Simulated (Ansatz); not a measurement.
Ansatz (a quantum-chemistry and plane-wave program) input file for SbCl4, SMILES [Sb]([Cl])([Cl])([Cl])[Cl], multiplicity 2, PBE-D3(BJ)/def2-SVP. 

Ansatz 0.2 input:
```yaml
crystal:
  periodic: [false, false, false]
  atoms:
    - {symbol: Sb, position_ang: [0.00000000, 0.00000000, -0.35197909]}
    - {symbol: Cl, position_ang: [-0.00000000, 2.49939952, -0.64644894]}
    - {symbol: Cl, position_ang: [1.76341097, -0.00000000, 1.17441759]}
    - {symbol: Cl, position_ang: [-1.76341097, -0.00000001, 1.17441759]}
    - {symbol: Cl, position_ang: [-0.00000000, -2.49939951, -0.64644895]}
basis:
  gaussian:
    orbitals: def2-SVP
hamiltonian:
  xc: pbe
  dispersion: d3bj
magnetization: {spin_polarized: true, initial_magnetization: 1}
relax: {f_tol: 0.002, max_steps: 200}
```

Output:

```
Functional definition: PBE
integrals: 0.05 GiB planned
1096 factors; their error is unknown
mean field: 0.34 GiB planned
mean field evaluation 1: about -56592.1813 eV, gradient 1.9e1 eV
mean field evaluation 2: about -56582.9893 eV, gradient 4.4e1 eV
mean field evaluation 4: about -56594.3521 eV, gradient 2.1e0 eV
mean field evaluation 8: about -56594.3838 eV, gradient 3.2e-2 eV
mean field evaluation 16: about -56594.3311 eV, gradient 7.6e-5 eV
mean field evaluation 32: about -56593.0580 eV, gradient 5.6e-2 eV
mean field evaluation 64: about -56593.7726 eV, gradient 1.5e0 eV
mean field evaluation 96: about -56593.0228 eV, gradient 7.0e-1 eV
mean field -56594.33108180 eV, -2079.8033062409 hartree, gradient 7.1e-5 eV, S^2 0.752103; 10 other end points of the search recorded, 0 dependent functions left out
the calculation of the forces begins
reference -56594.33111052 eV, -2079.8033072962 hartree; 46, 45 occupied and 52, 53 virtual orbitals, 1096 factors
relax step   1: F+E_penalty+E_count = -56594.57070423 eV  Δ(F+E_penalty+E_count) = +0.000e0 eV  max|allowed force component| = 4.992e-1 eV/Å  Δτ_max = 0.0000 Å  (332 SCF iters, accepted)
these checks for a lower state are left out or cut short: starts, cluster_reference, orbital_swaps, neighbouring_geometries, increment
integrals: 0.05 GiB planned
1096 factors; their error is unknown
mean field: 0.34 GiB planned
mean field -56594.50085189 eV, -2079.8095451767 hartree, gradient 8.9e-5 eV, S^2 0.751738; 0 other end points of the search recorded, 0 dependent functions left out
the calculation of the forces begins
reference -56594.50088195 eV, -2079.8095462811 hartree; 46, 45 occupied and 52, 53 virtual orbitals, 1096 factors
relax step   2: F+E_penalty+E_count = -56594.73231301 eV  Δ(F+E_penalty+E_count) = -1.616e-1 eV  max|allowed force component| = 1.428e-1 eV/Å  Δτ_max = 0.1942 Å  (30 SCF iters, accepted)
these checks for a lower state are left out or cut short: starts, cluster_reference, orbital_swaps, neighbouring_geometries, increment
integrals: 0.05 GiB planned
1096 factors; their error is unknown
mean field: 0.34 GiB planned
mean field -56594.54011700 eV, -2079.8109881428 hartree, gradient 1.8e-5 eV, S^2 0.751607; 0 other end points of the search recorded, 0 dependent functions left out
the calculation of the forces begins
reference -56594.54014663 eV, -2079.8109892317 hartree; 46, 45 occupied and 52, 53 virtual orbitals, 1096 factors
relax step   3: F+E_penalty+E_count = -56594.76944580 eV  Δ(F+E_penalty+E_count) = -3.713e-2 eV  max|allowed force component| = 1.069e-1 eV/Å  Δτ_max = 0.1491 Å  (31 SCF iters, accepted)
these checks for a lower state are left out or cut short: starts, cluster_reference, orbital_swaps, neighbouring_geometries, increment
integrals: 0.05 GiB planned
1096 factors; their error is unknown
mean field: 0.34 GiB planned
mean field -56594.56444459 eV, -2079.8118821650 hartree, gradient 3.1e-5 eV, S^2 0.751579; 0 other end points of the search recorded, 0 dependent functions left out
the calculation of the forces begins
reference -56594.56447457 eV, -2079.8118832669 hartree; 46, 45 occupied and 52, 53 virtual orbitals, 1096 factors
relax step   4: F+E_penalty+E_count = -56594.78956826 eV  Δ(F+E_penalty+E_count) = -2.012e-2 eV  max|allowed force component| = 1.518e-1 eV/Å  Δτ_max = 0.1633 Å  (33 SCF iters, accepted)
these checks for a lower state are left out or cut short: starts, cluster_reference, orbital_swaps, neighbouring_geometries, increment
integrals: 0.05 GiB planned
1096 factors; their error is unknown
mean field: 0.34 GiB planned
mean field evaluation 128: about -56594.5924 eV, gradient 2.4e-5 eV
mean field -56594.59244662 eV, -2079.8129112206 hartree, gradient 2.4e-5 eV, S^2 0.751462; 0 other end points of the search recorded, 0 dependent functions left out
the calculation of the forces begins
reference -56594.59247748 eV, -2079.8129123546 hartree; 46, 45 occupied and 52, 53 virtual orbitals, 1096 factors
relax step   5: F+E_penalty+E_count = -56594.81543989 eV  Δ(F+E_penalty+E_count) = -2.587e-2 eV  max|allowed force component| = 6.677e-2 eV/Å  Δτ_max = 0.2000 Å  (32 SCF iters, accepted)
these checks for a lower state are left out or cut short: starts, cluster_reference, orbital_swaps, neighbouring_geometries, increment
integrals: 0.05 GiB planned
1096 factors; their error is unknown
mean field: 0.34 GiB planned
mean field -56594.58509941 eV, -2079.8126412156 hartree, gradient 2.5e-5 eV, S^2 0.751602; 0 other end points of the search recorded, 0 dependent functions left out
the calculation of the forces begins
reference -56594.58513033 eV, -2079.8126423521 hartree; 46, 45 occupied and 52, 53 virtual orbitals, 1096 factors
relax step   6: F+E_penalty+E_count = -56594.80479762 eV  Δ(F+E_penalty+E_count) = +1.064e-2 eV  max|allowed force component| = 2.890e-1 eV/Å  Δτ_max = 0.1950 Å  (32 SCF iters, rejected (line search))
these checks for a lower state are left out or cut short: starts, cluster_reference, orbital_swaps, neighbouring_geometries, increment
integrals: 0.05 GiB planned
1096 factors; their error is unknown
mean field: 0.34 GiB planned
mean field -56594.60019782 eV, -2079.8131960720 hartree, gradient 2.6e-5 eV, S^2 0.751487; 0 other end points of the search recorded, 0 dependent functions left out
the calculation of the forces begins
reference -56594.60022873 eV, -2079.8131972079 hartree; 46, 45 occupied and 52, 53 virtual orbitals, 1096 factors
relax step   7: F+E_penalty+E_count = -56594.82201486 eV  Δ(F+E_penalty+E_count) = -6.575e-3 eV  max|allowed force component| = 1.504e-2 eV/Å  Δτ_max = 0.0921 Å  (29 SCF iters, accepted)
these checks for a lower state are left out or cut short: starts, cluster_reference, orbital_swaps, neighbouring_geometries, increment
integrals: 0.05 GiB planned
1096 factors; their error is unknown
mean field: 0.34 GiB planned
mean field -56594.60054068 eV, -2079.8132086719 hartree, gradient 2.4e-5 eV, S^2 0.751483; 0 other end points of the search recorded, 0 dependent functions left out
the calculation of the forces begins
reference -56594.60057158 eV, -2079.8132098074 hartree; 46, 45 occupied and 52, 53 virtual orbitals, 1096 factors
relax step   8: F+E_penalty+E_count = -56594.82239097 eV  Δ(F+E_penalty+E_count) = -3.761e-4 eV  max|allowed force component| = 1.933e-3 eV/Å  Δτ_max = 0.0212 Å  (27 SCF iters, accepted)
these checks for a lower state are left out or cut short: starts, cluster_reference, orbital_swaps, neighbouring_geometries, increment
integrals: 0.05 GiB planned
1096 factors; their error is unknown
mean field: 0.34 GiB planned
mean field -56594.60057887 eV, -2079.8132100754 hartree, gradient 2.8e-5 eV, S^2 0.751484; 0 other end points of the search recorded, 0 dependent functions left out
the calculation of the forces begins
reference -56594.60060977 eV, -2079.8132112109 hartree; 46, 45 occupied and 52, 53 virtual orbitals, 1096 factors
relax step   9: F+E_penalty+E_count = -56594.82240818 eV  Δ(F+E_penalty+E_count) = -1.721e-5 eV  max|allowed force component| = 3.561e-3 eV/Å  Δτ_max = 0.0057 Å  (27 SCF iters, accepted)
these checks for a lower state are left out or cut short: starts, cluster_reference, orbital_swaps, neighbouring_geometries, increment
integrals: 0.05 GiB planned
1096 factors; their error is unknown
mean field: 0.34 GiB planned
mean field evaluation 160: about -56594.6006 eV, gradient 1.5e-5 eV
mean field -56594.60055827 eV, -2079.8132093184 hartree, gradient 1.5e-5 eV, S^2 0.751483; 0 other end points of the search recorded, 0 dependent functions left out
the calculation of the forces begins
reference -56594.60058917 eV, -2079.8132104539 hartree; 46, 45 occupied and 52, 53 virtual orbitals, 1096 factors
relax step  10: F+E_penalty+E_count = -56594.82241006 eV  Δ(F+E_penalty+E_count) = -1.877e-6 eV  max|allowed force component| = 6.623e-5 eV/Å  Δτ_max = 0.0010 Å  (22 SCF iters, accepted)
integrals: 0.05 GiB planned
1096 factors; their error is unknown
mean field: 0.34 GiB planned
mean field -56594.60055827 eV, -2079.8132093184 hartree, gradient 1.5e-5 eV, S^2 0.751483; 1 other end points of the search recorded, 0 dependent functions left out
the calculation of the forces begins
reference -56594.60058917 eV, -2079.8132104539 hartree; 46, 45 occupied and 52, 53 virtual orbitals, 1096 factors
Total energy: -56594.82244096 eV, -2079.8213633568 hartree
Atom 0 at     0.000000    -0.000000     0.140961 Å, force     0.000000     0.000000    -0.000066 eV/Å
Atom 1 at    -0.000000     1.983343    -1.261283 Å, force    -0.000000     0.000066     0.000010 eV/Å
Atom 2 at     1.983731     0.000000     1.542782 Å, force    -0.000051     0.000000     0.000023 eV/Å
Atom 3 at    -1.983731    -0.000000     1.542782 Å, force     0.000051    -0.000000     0.000023 eV/Å
Atom 4 at    -0.000000    -1.983343    -1.261283 Å, force    -0.000000    -0.000066     0.000010 eV/Å
Dipole moment:     0.000000     0.000000     0.000065 e Å
```

The run converged.

Cost: about 110 core-seconds (a rough figure).
